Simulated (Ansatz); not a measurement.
Consider the ligand exchange at a Zr–N bond: `CC(C)[NH][Zr]([OH])([OH])[OH]` + HCl → `[OH][Zr]([OH])([OH])[Cl]` + `CC(C)N`.

Isolated molecules relaxed with PBE0-D4/def2-TZVP in Ansatz; ΔE leaves out vibrations. CCSD(T)/CBS is the MP2 limit (def2-TZVPP, def2-QZVPP) plus CCSD(T) − MP2 in def2-TZVPP, frozen cores. This one scheme is used for every species. DFT in def2-TZVPP. Elements past krypton have def2 core potentials. For Zr outer-core shells are correlated without core-valence functions, which leaves a few kJ/mol of doubt a bond. Each species was taken in one conformer, which may not be the lowest.

(1) Is it downhill or uphill in electronic energy at CCSD(T)/CBS, and by how much? (Estimate.)

(2) What do these levels give: CAM-B3LYP-D4, PBE-QIDH, r2SCAN, CCSD/def2-TZVPP, HF/CBS(def2), CCSD/CBS(def2)? (Best estimate.)

Largest T1 diagnostic among the species: 0.016.

## Answers

(1) Computed: Downhill: ΔE = -108.1 kJ/mol.

(2) The calculation gave: CAM-B3LYP-D4 -113.0, PBE-QIDH -117.4, r2SCAN -118.2, CCSD/def2-TZVPP -108.6, HF/CBS(def2) -142.0, CCSD/CBS(def2) -112.2 kJ/mol.

From r2SCAN to r2SCAN0 (25 % exact exchange), in def2-TZVPP and without D4, ΔE moves by −4.0 kJ/mol. Leaving LDA and LC-ωPBE aside and taking each functional with its dispersion term where it has one, the values, not all of them listed here, spread over 15.5 kJ/mol, from B97M-V to BLYP-D4. LDA lies +10.0 kJ/mol from PBE without D4.
